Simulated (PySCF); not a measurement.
**How methods differ on the ionisation energy of As**

As [Ar] 3d10 4s2 4p3 (4S) → As⁺ [Ar] 3d10 4s2 4p2 (3P), as a difference of total energies. Calculation: PySCF 2.14, in jorge-DZP-DKH (8s6p2d1f, 43 functions); the spin-free X2C one-electron Hamiltonian (Gaussian nucleus). Correlated levels: valence: [Ar] 3d10 frozen. The calculations carry no spin-orbit coupling.

| method | ionisation energy (eV) |
| --- | --- |
| UHF | 9.438 |
| LDA | 9.923 |
| MP2 (valence) | 9.422 |
| SCS-MP2 (valence) | 9.362 |
| CCSD (valence) | 9.341 |

**Question.** Estimate what M06-L gives.

**Answer.** 9.641 eV, closest to UHF among the rows shown.

**Question.** Estimate what CCSD(T) (valence) gives.

**Answer.** 9.341 eV, closest to CCSD (valence) among the rows shown.

Errors of the correlated levels include the incompleteness of this basis and the frozen core.

For comparison: 10.008 eV (measured; NIST levels, between the centres of gravity of the two terms).
